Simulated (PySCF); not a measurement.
HO2, SMILES [O]O, multiplicity 2. Atoms are numbered in the order given.

```xyz
3

O     -0.1249    -0.5895     0.0000
O      0.0279     0.7099     0.0000
H      0.7760    -0.9628     0.0000
```
Charge 0, spin multiplicity 2.

Geometry: PBE0-D3(BJ)/def2-TZVPD. The isomer is the one that the SMILES or the coordinates give; other isomers of the formula were not compared.

Method: PBE0/pcH-1 (PySCF).

Unrestricted Kohn–Sham, ⟨S²⟩ = 0.753. Hyperfine tensors hold the contact and dipolar terms, without spin-orbit corrections.

Computed hyperfine couplings:
```tsv
nucleus	A(iso) (MHz)	A(iso) (G)	dipolar principal values (MHz)
17O no. 1	-28.6	-10.2	-109.6, 52.3, 57.3
17O no. 2	-45.5	-16.2	-246.8, 122.8, 124.0
1H no. 3	-26.4	-9.4	-21.4, -13.9, 35.3
```

Problem. And the g tensor (effective nuclear charges for spin-orbit coupling, GIAO)? (An estimate is asked for; the answer gives what the named calculation found.)

Solution. principal values 2.0020, 2.0081, 2.0324; isotropic 2.0142.
